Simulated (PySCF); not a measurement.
CH₇GaN₂.
SMILES with atom numbers: `[H]/[N:1]=[CH:2]\[GaH2-:3][NH3+:4]` (hydrogens: H5 on N1; H6 on C2; H7, H8 on Ga3; H9, H10, H11 on N4)

The calculation used PBE0-D3(BJ)/def2-SVP geometry optimisation, gas phase in PySCF.

Problem. What internal coordinates does the optimisation give?

Solution. 
| bond | length (Å) |
| --- | --- |
| N1=C2 | 1.278 |
| C2–Ga3 | 2.006 |
| Ga3–N4 | 2.150 |
| N1–H5 | 1.030 |
| C2–H6 | 1.112 |
| Ga3–H7, Ga3–H8 | 1.584 |
| N4–H9, N4–H10, N4–H11 | 1.020 |

Bonds in one row agree within 0.01 Å and their mean is given. A selection of angles:
| angle | degrees |
| --- | --- |
| C2–N1–H5 | 109.8 |
| N1–C2–Ga3 | 125.5 |
| N1–C2–H6 | 114.0 |
| Ga3–C2–H6 | 120.5 |
| C2–Ga3–N4 | 97.7 |
| C2–Ga3–H7 | 112.6 |
| C2–Ga3–H8 | 120.4 |
| N4–Ga3–H7 | 98.5 |
| N4–Ga3–H8 | 98.8 |
| H7–Ga3–H8 | 120.8 |
| Ga3–N4–H9 | 111.7 |
| Ga3–N4–H11 | 110.5 |
| H9–N4–H10 | 107.6 |

Torsions: N1–C2–Ga3–N4 98° (anticlinal); H5–N1–C2–Ga3 2° (synperiplanar). The mirror-image conformer, all signs reversed, is as good.

Ga3 (gallium bonded to C, N and 2 H) is distorted tetrahedral (angles from 97.7° to 120.8°). N1 (C=N nitrogen) is bent (angle 109.8°). N4 (nitrogen bonded to Ga and 3 H) is tetrahedral (angles from 107.5° to 111.7°).

Point group: C1 (no symmetry element, even within 0.4 Å). Whether it is a minimum is left open (no frequencies). The numbers are those of one conformer.
